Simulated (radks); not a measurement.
Task: Valence configurations of Pb3+ (all share [Xe]). Calculated with a radial shooting solver on a logarithmic mesh with Libxc functionals: scalar-relativistic Kohn-Sham, SCAN, spin-polarised, spherical densities, finite nucleus; open shells are filled with parallel spins first (spin-orbit coupling, left out, can overturn this in heavy ions); meta-GGA in the generalised Kohn-Sham scheme; Fermi nuclear charge, rms radius 5.5012 fm. Order these by energy: 4f13 5d9 6s2 6p1; 4f13 5d9 6s1 6p2; 4f13 5d8 6s2 6p2; 4f13 5d10 6s1 6p1; 4f14 5d9.5 6s1 6p0.5; 4f14 5d9 6s2; 4f13 5d10 6s2; 4f14 5d8.5 6s2 6p0.5; 4f14 5d10 6s1; 4f13.5 5d9 6s2 6p0.5.

Result: From the lowest, in eV above it: 4f14 5d10 6s1 0.000; 4f14 5d9.5 6s1 6p0.5 11.804; 4f14 5d9 6s2 13.360; 4f14 5d8.5 6s2 6p0.5 26.288; 4f13.5 5d9 6s2 6p0.5 85.779; 4f13 5d10 6s2 133.69; 4f13 5d10 6s1 6p1 144.62; 4f13 5d9 6s2 6p1 162.35; 4f13 5d9 6s1 6p2 172.75; 4f13 5d8 6s2 6p2 192.83. NIST lists [Xe] 4f14 5d10 6s1 as the ground configuration; this level of theory agrees among the configurations tried. The energies are those of spherical high-spin densities, not of single terms.
